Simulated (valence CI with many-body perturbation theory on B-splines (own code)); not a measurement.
Values are calculated unless marked as measured or tabulated.
## Ru³⁺: input, log and results

The program does CI of the valence electrons with many-body perturbation theory for a frozen closed Dirac-Fock core.

Command, and the settings that its task file holds:

```sh
python run_cv.py task.json out
```

```
atom Ru  Z=44  mass_number=102  rms_radius_fm=4.4809
core [Kr]
valence 4d6
avg = 1
basis = S
breit = 1
cap = 10000
capref = 1200
cscale = 1
de = 0.0
dress = 0
eps = 2e-08
extrap = 1
h = 0.27
hh = 1
l2 = 3
lcore = 6
maxit = 60
n2 = 5
natural = 1
nlev = 21
nno = [3, 3, 3, 3, 1]
nroot = 26
nsp = [3, 3, 2, 2, 0]
pt2 = 1
qed = 1
rpa = 1
s1 = 1
s2 = 1
s3 = 1
screen = 1
tol = 2e-05
whole = 1
```

(1) What became of the run, and why?

Answers

(1) It gave no result: the electrons of core and valence do not add up to the charge. The program said: "core and valence hold 42 electrons, the ion has 41".
